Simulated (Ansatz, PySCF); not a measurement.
Sn(OH) (HOSn), SMILES [OH][Sn] (connectivity only; charge and spin as stated), neutral, multiplicity 2. Atoms are numbered in the order given.

```xyz
3

Sn    -0.0468    -0.2404     0.0000
O      0.1768     1.7365     0.0000
H     -0.6529     2.2280     0.0000
```
Charge 0, spin multiplicity 2.

Coordinates come from a r2SCAN-D4/def2-TZVP optimisation. The def2 effective core potentials stand for the cores of Sn; spin–orbit coupling is left out.

Two levels are set side by side: PBE-D3(BJ)/def2-TZVP (Ansatz, a quantum-chemistry and plane-wave program) and r2SCAN-D4/def2-TZVP (Ansatz). Each level has its own optimised geometry; the coordinates shown are those of the second. Frequencies come from the Hessian of PySCF at each geometry. Differences are taken from unrounded values.

```tsv
quantity	r2SCAN-D4	PBE-D3(BJ)	PBE-D3(BJ) minus r2SCAN-D4
mean bond length (Å)	1.477	1.494	0.017
bond Sn1–O2 (Å)	1.990	2.014	0.025
bond O2–H3 (Å)	0.964	0.973	0.009
highest harmonic wavenumber (cm⁻¹)	3808	3707	-101
mean harmonic wavenumber (cm⁻¹)	1704	1656	-49
zero-point energy (kcal/mol)	7.31	7.10	-0.21
```
